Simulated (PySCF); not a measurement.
LDA on Rb⁻ (rubidium, charge -1), [Kr] 5s2, closed-shell 1S. All numbers are calculated (PySCF 2.14, the spin-free X2C one-electron Hamiltonian (Gaussian nucleus), in aug-cc-pVTZ-X2C (8s7p5d2f, 68 functions)).

```
cycle= 1 E= -2977.0093094543  delta_E= -0.00493  |g|= 0.026  |ddm|= 1.71
cycle= 2 E= -2977.00856747692  delta_E= 0.000742  |g|= 0.0303  |ddm|= 1.15
cycle= 3 E= -2977.01214979321  delta_E= -0.00358  |g|= 0.00133  |ddm|= 0.769
cycle= 4 E= -2977.01215744491  delta_E= -7.65e-06  |g|= 0.000211  |ddm|= 0.0327
cycle= 5 E= -2977.0121576307  delta_E= -1.86e-07  |g|= 2.05e-05  |ddm|= 0.00298
cycle= 6 E= -2977.01215763212  delta_E= -1.43e-09  |g|= 6.25e-06  |ddm|= 0.000597
cycle= 7 E= -2977.01215763234  delta_E= -2.14e-10  |g|= 2.39e-07  |ddm|= 7.15e-05
converged SCF energy = -2977.01215763234  <S^2> = -2.1316282e-14  2S+1 = 1
```

Highest occupied orbital energy: 0.667 eV; ⟨L²⟩ = 0.00; populations by l: s 10.00, p 18.00, d 10.00, f 0.00.

Can this result be used?

With care. The run converged. At LDA the highest occupied level has a positive energy, so only the finite basis holds that electron; in a semilocal or global hybrid functional this comes from self-interaction and does not mean that the real anion is unbound.
